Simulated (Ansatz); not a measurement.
`[C]#C[SiH](N)Cl` radical, relaxed with UKS PBE0-D4/def2-TZVP in Ansatz from a PBE-D4/def2-SVP geometry. The force threshold is 0.005 eV/Å; the program also tests the step.

The species carries charge 0 and has multiplicity 2.

Start:

```xyz
8

C     2.668    0.046    1.058
C     1.459   -0.206    0.875
Si   -0.195   -0.517    0.142
N    -0.517    0.733   -0.997
Cl   -1.483   -0.597    1.798
H    -0.300   -1.845   -0.534
H    -0.277    1.699   -0.761
H    -1.356    0.688   -1.581
```

Q: By how much does the energy fall, and how many steps does the optimiser take? (Best estimate.)

A: Ansatz gave: 2.46 kcal/mol, in 11 steps.

Q: Which bonds change most? (An estimate is asked.)

A: Ansatz gave: Si3–Cl5 from 2.100 to 2.061 Å; C1–C2 from 1.248 to 1.212 Å; Si3–N4 from 1.721 to 1.693 Å; Si3–H6 from 1.494 to 1.474 Å.

Q: Give the relaxed structure. (An estimate is asked.)

A: The calculation gave: 
```xyz
8

C     2.619   -0.005    1.174
C     1.496   -0.201    0.764
Si   -0.189   -0.495    0.134
N    -0.547    0.733   -0.975
Cl   -1.413   -0.578    1.790
H    -0.304   -1.806   -0.530
H    -0.314    1.692   -0.776
H    -1.347    0.659   -1.582
```
